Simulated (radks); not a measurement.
Results of a calculation; reference values are marked as such.
Task: All-electron atom: Co8+ in [Ar] 3d1. Level of theory: scalar-relativistic Kohn-Sham, r2SCAN, spin-unpolarised, spherical densities, finite nucleus; meta-GGA in the generalised Kohn-Sham scheme; Fermi nuclear charge, rms radius 3.7875 fm (a radial shooting solver on a logarithmic mesh with Libxc functionals). Some entries of the table are withheld. Estimate them.

| orbital | occ. | eigenvalue (hartree) | <1/r> (bohr^-1) |
|---|---|---|---|
| 1s | 2 | -286.7763 | 27.02 |
| 2s | 2 | -40.34885 | 5.841 |
| 2p | 6 | -35.49918 | (1) |
| 3s | 2 | -10.01300 | 1.981 |
| 3p | 6 | -8.54083 | (2) |
| 3d | 1 | -6.23594 | 1.688 |
| 4s | 0 | -3.83148 | 0.8636 |
| 4p | 0 | -3.37124 | (3) |

Result: 
(1) 2p <1/r> (bohr^-1): 5.712
(2) 3p <1/r> (bohr^-1): 1.876
(3) 4p <1/r> (bohr^-1): 0.8008
